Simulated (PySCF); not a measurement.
Computed shifts of a molecule H8N2OSi2, B3LYP/pcSseg-1 (PySCF), GIAO, gas phase, atoms alike by connectivity averaged where their shifts nearly agree, in ppm (number of nuclei): ²⁹Si: -44.0 (2). ¹⁵N: 41.7 (2). ¹H: 5.01 (2), 4.92 (2), 1.52 (2), 1.18 (2). References: ²⁹Si against TMS (σ = 338.7 ppm); ¹⁵N against NH3 (σ = 265.5 ppm); ¹⁷O against H2O (σ = 333.8 ppm); ¹H against TMS (σ = 31.68 ppm), references at their B3LYP-D3(BJ)/def2-TZVP geometries, non-relativistic. The structure is a stationary point at B3LYP-D3(BJ)/def2-SVP. Other conformers were not sampled.

Problem. Which structure fits?
(A) N[Si](N)(O)[SiH3]
(B) N[SiH2][Si@@H](N)O
(C) N[SiH](N)[SiH2]O
(D) N[SiH2]O[SiH2]N

Solution. D, N[SiH2]O[SiH2]N
